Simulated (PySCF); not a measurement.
Mn(O)2(OH)3 (H3MnO5), SMILES [O]=[Mn](=[O])([OH])([OH])[OH], multiplicity 1.

Coordinates come from a B3LYP-D3(BJ)/def2-SVP optimisation. The multiplicity is an assumed one; other spin states were not compared. One conformer was computed; it need not be the lowest.

Level of theory: PBE/def2-TZVP in PySCF.

The molecule is in vacuum.

The total energy is -1528.49906 hartree. The highest occupied level is -7.40 eV. The lowest empty level is -6.27 eV and the orbital gap comes out as 1.13 eV. The dipole moment is 1.32 D and the quadrupole, principal values (traceless, Buckingham form, about the centre of nuclear charge) is -5.53, -0.78, 6.30 D·Å. The mean static polarisability comes out as 58.3 bohr³ (8.64 Å³) and the polarisability, principal values is 47.5, 58.6, 68.7 bohr³.
